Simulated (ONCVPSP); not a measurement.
# Co (Z = 27): one change to an ONCV potential, before and after

ONCVPSP 4.0.1 input, shortened (lines: element, Z, core and valence counts, functional; n l f; lmax; l rc ep ncon nbas qcut; lloc lpopt rc5 dvloc0; l nproj debl; icmod fcfact rcfact), LDA (Perdew-Zunger), fully relativistic:

```
  Co 27.00    3    4        3      upf
    1    0    2.00
    2    0    2.00
    2    1    6.00
    3    0    2.00
    3    1    6.00
    3    2    7.00
    4    0    2.00
    2
    0    1.55    0.00    4    7   10.30
    1    0.90    0.00    5    8    7.40
    2    1.80    0.00    4    8    7.10
    4    5    0.80    0.00
    0    2    1.20
    1    1    2.70
    2    2    1.60
    4    0.35    0.00
```

Open shells are filled in proportion to 2j + 1.

Change: all radii but the core radius scaled by about 1.34 (s 2.08, p 1.20, d 2.42 bohr); local potential polynomial inside 1.08 bohr (lpopt 5, dvloc0 0 Ha).

Cutoffs: the cutoffs (Ha) at which the residual kinetic energy of the hardest occupied pseudo-wave falls to 1 and 0.1 mHa per electron; they do not see the model core or the augmentation charge, which bear on the density cutoff. Errors are all-electron minus pseudo energies relative to the spin-unpolarised reference configuration.

**Question.** Predict the effect on cutoff, ghosts and configuration errors.

**Answer.** The potential gets neither clearly harder nor softer (65 Ha and 212 Ha → 81 Ha and 121 Ha); the p channel sets the loose cutoff, while the largest relative change is in s, which becomes softer; of the 4 tests that both files solve, the error grows in 2 and shrinks in 2 by more than 15 % and 0.3 meV (median size 71.4 → 194.4 meV); neither file shows a bound ghost.

```csv
quantity,base,changed
"cutoff, loose",65 Ha,81 Ha
"cutoff, tight",212 Ha,121 Ha
loose cutoff by channel,"s 25 Ha, p 65 Ha, d 27 Ha","s 16 Ha, p 81 Ha, d 19 Ha"
bound ghosts,none,none
GHOST(+) flags under 300 eV,none,none
"error for 3s2 3p6 3d7 4s1, meV [ΔE 9.30 eV]",+3.3,+2.5
"error for 3s2 3p6 3d7 4s0, meV [ΔE 26.38 eV]",+16,+2.1
"error for 3s2 3p6 3d6 4s0, meV [ΔE 62.57 eV]",+127,+386
"error for 3s2 3p5 3d7 4s2, meV [ΔE 73.44 eV]",-435,-699
"rms error of d²Exc/dni dnj with the model core, mHa",1.87,3.04
```
